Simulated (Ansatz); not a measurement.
A nudged elastic band was laid between two geometries of GaH3OSi (6 atoms, charge 0, multiplicity 1).

All numbers below come from UKS r2SCAN/def2-SVP in Ansatz 0.2.0.

* movable images: 5
* climbing image: yes
* spring: 5.0 eV/Å²
* optimiser: quadratic models (default)
* start path: through a guess of the saddle point
* force threshold: 0.05 eV/Å
* iteration limit: 49
* end points: relaxed

First end point:

```xyz
6
Properties=species:S:1:pos:R:3
O 0.911 -0.744 0.006
Si -0.269 0.058 -0.879
Ga 0.013 0.233 1.374
H -1.333 -0.774 -1.519
H 0.188 1.092 -1.856
H 0.532 0.072 2.828
```

Last end point:

```xyz
6
Properties=species:S:1:pos:R:3
O 0.069 -0.860 -0.471
Si -0.654 0.715 -1.178
Ga 0.020 0.599 1.084
H -0.595 -1.561 -0.401
H 0.746 1.292 -1.427
H 0.457 -0.250 2.346
```

(1) Which bonds break or form, and what moves?

(2) What energy profile does the band end with?

(3) What is the geometry of the highest image?

The band took 19 iterations and of the order of 24 core-minutes.

Answers

(1) Bonds broken: Si2–H4. Bonds formed: O1–H4.

(2) It converged. The highest image is number 3 of 0 to 6, 260.6 kJ/mol above the first end and 190.3 kJ/mol above the last; the last end lies 70.3 kJ/mol above the first. Neighbouring images differ by up to 1.3 eV, so the band resolves the path poorly. A vibrational analysis at the climbing image gives one clearly imaginary mode, 1493i cm⁻¹: a first-order saddle point. The orbitals were unrestricted but ended closed-shell.

```json
{"image": "0", "path coordinate (Å)": "0.00", "energy (kJ/mol)": "0.0", "Si2–H4 (Å)": "1.49", "O1–H4 (Å)": "2.71"}
{"image": "1", "path coordinate (Å)": "0.44", "energy (kJ/mol)": "41.6", "Si2–H4 (Å)": "1.47", "O1–H4 (Å)": "2.32"}
{"image": "2", "path coordinate (Å)": "0.88", "energy (kJ/mol)": "167.4", "Si2–H4 (Å)": "1.46", "O1–H4 (Å)": "1.89"}
{"image": "3", "path coordinate (Å)": "1.32", "energy (kJ/mol)": "260.6", "Si2–H4 (Å)": "1.55", "O1–H4 (Å)": "1.44"}
{"image": "4", "path coordinate (Å)": "1.78", "energy (kJ/mol)": "153.1", "Si2–H4 (Å)": "1.91", "O1–H4 (Å)": "1.00"}
{"image": "5", "path coordinate (Å)": "2.24", "energy (kJ/mol)": "87.3", "Si2–H4 (Å)": "2.26", "O1–H4 (Å)": "0.96"}
{"image": "6", "path coordinate (Å)": "2.70", "energy (kJ/mol)": "70.3", "Si2–H4 (Å)": "2.41", "O1–H4 (Å)": "0.97"}
```

(3) 
```xyz
6
Properties=species:S:1:pos:R:3
O 0.312 -1.088 -0.113
Si -0.685 0.530 -0.944
Ga 0.100 0.192 1.196
H -0.845 -1.012 -0.969
H 0.348 1.265 -1.769
H 0.811 0.049 2.553
```

The run took 12 min on 2 threads of Arm Neoverse N1, with other jobs on the host, peak memory 0.22 GiB.
